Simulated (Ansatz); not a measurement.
Ideal-gas functions of AlH₃Se (`[AlH2][SeH]`) at 298.15 K and 1 bar, from an Ansatz frequency run at PBE0-D4/def2-TZVP.

Molar mass 108.97 g/mol, point group Cs (symmetry number 1), electronic degeneracy 1, moments of inertia 6.082, 120.161, 126.243 u Å². Harmonic wavenumbers (cm⁻¹, unscaled): 344, 387, 400, 571, 620, 760, 1942, 1960, 2445.

Use S(trans) = R[1.5 ln M + 2.5 ln T − 1.1517]; rotational temperatures θ = 24.2544 K / I; S(rot) = R[ln(√π/σ · √(T³/θAθBθC)) + 1.5]; for each mode x = 1.438777 ν̃/T, S = R[x/(eˣ − 1) − ln(1 − e⁻ˣ)] and H = RT x/(eˣ − 1); 1 cm⁻¹ = 0.0119627 kJ/mol; R = 8.31446 J/(mol·K).

Problem. By hand: the entropy, in J/(mol·K).

Solution. Translation 167.4. Rotation: θ = 3.9879, 0.2018, 0.1921 K, giving 96.1. Vibration, mode by mode: 4.99, 4.23, 4.03, 2.10, 1.74, 1.01, 0.01, 0.01, 0.00, in all 18.1. Electronic 0.0. Sum 281.6 J/(mol·K).

Problem. By hand: H − E and G − E in kJ/mol, counted from the electronic energy.

Solution. Zero-point energy ½ × 9429 × 0.0119627 = 56.4; thermal vibration 3.7; translation, rotation and pV give 4 RT = 9.9. H − E = 70.0 kJ/mol, and G − E = 70.0 − 298.15 × 281.6/1000 = -14.0 kJ/mol.

Vibration gives 6 % of the entropy.
